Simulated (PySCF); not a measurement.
A thermochemical cycle for KSr

CCSD(T) in PySCF with def2-SVP on every atom (core potentials on Sr), for the lowest determinant that a PBE0 search found; no spin–orbit coupling. KSr, a doublet (σ ↑), has De = 0.13 eV to neutral atoms, and KSr⁺, a singlet (closed shell), has De = 0.54 eV to K⁺ + Sr.

The adiabatic ionisation energy of KSr, between the minima, is 3.71 eV.

Task: Which ionisation energy of the K atom does this level give?

Result: IE(K) = IE(molecule) + De(ion) − De(neutral) = 3.71 + 0.54 − 0.13 = 4.12 eV; the measured value is 4.341 eV (NIST ASD).

Correlated steps freeze 5 core orbitals. Weak bonds: KSr. Basis-set superposition, not corrected here, can be much of De in a small basis, most of all at correlated wavefunction levels. For an ion De counts to the pair picked by the measured ionisation energies or electron affinities, which need not be the lowest pair at this level. States were picked by a PBE0 search and need not be the measured ground states.
